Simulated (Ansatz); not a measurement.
`NC[SiH2][SiH2]Cl` + H–F → `NC[SiH2]F` + `[SiH3]Cl`  (cleavage of the Si–Si bond)

Computed with Ansatz on PBE0-D4/def2-TZVP structures; ΔE is electronic, products minus reactants. CBS: MP2 limit from def2 TZ/QZ plus the TZ coupled-cluster correction, frozen cores. This one scheme is used for every species. DFT in def2-TZVPP. One conformer a species, not always the lowest.

`NC[SiH2][SiH2]Cl`:

Cartesian coordinates in Å:
```
N 1.554 0.646 1.768
C 0.627 0.832 0.659
Si -0.271 -0.785 0.289
Si -1.566 -0.570 -1.649
Cl -0.335 0.072 -3.186
H 2.017 1.514 2.006
H 2.278 -0.019 1.525
H -0.136 1.561 0.954
H 1.079 1.215 -0.269
H 0.727 -1.868 0.057
H -1.148 -1.187 1.422
H -2.182 -1.852 -2.076
H -2.644 0.443 -1.502
```

H–F:

```xyz
2

F    -0.257   -0.058    0.377
H     0.257    0.058   -0.377
```

`NC[SiH2]F`:

Cartesian coordinates in Å:
```
N 0.350 -0.172 -1.411
C 0.598 0.412 -0.094
Si -0.669 -0.378 1.032
F -0.685 0.348 2.463
H -0.492 0.208 -1.824
H 1.110 0.009 -2.053
H 1.590 0.102 0.248
H 0.579 1.511 -0.051
H -2.023 -0.230 0.438
H -0.359 -1.810 1.255
```

`[SiH3]Cl`:

Z-matrix (Å, degrees):
```
Si
Cl 1 2.054
H 1 1.481 2 108.5
H 1 1.481 2 108.5 3 -120.0
H 1 1.481 2 108.5 3 120.0
```

Is it downhill or uphill in electronic energy at CCSD(T)/CBS, and by how much? (Best estimate.)

Ansatz gave: Downhill: ΔE = -31.9 kcal/mol.

What do these levels give: PBE-D4, BLYP-D4, B2PLYP, MP2/def2-TZVPP, CCSD/def2-TZVPP, CCSD(T)/def2-TZVPP? (An estimate is asked.)

Computed: PBE-D4 -26.6, BLYP-D4 -31.4, B2PLYP -35.1, MP2/def2-TZVPP -33.4, CCSD/def2-TZVPP -33.6, CCSD(T)/def2-TZVPP -32.3 kcal/mol.

Largest T1 diagnostic among the species: 0.010.

Leaving LDA and LC-ωPBE aside and taking each functional with its dispersion term where it has one, the values, not all of them listed here, spread over 9.2 kcal/mol, from B2PLYP to revPBE-D4. The D4 term adds +2.9 kcal/mol with B3LYP and +1.7 kcal/mol with PBE0; it sums over pairs of atoms, weighted by their polarisabilities, and B3LYP, whose exchange is more repulsive, gets the larger term.

B3LYP here is the variant with VWN-RPA as its local correlation; programs differ in this.
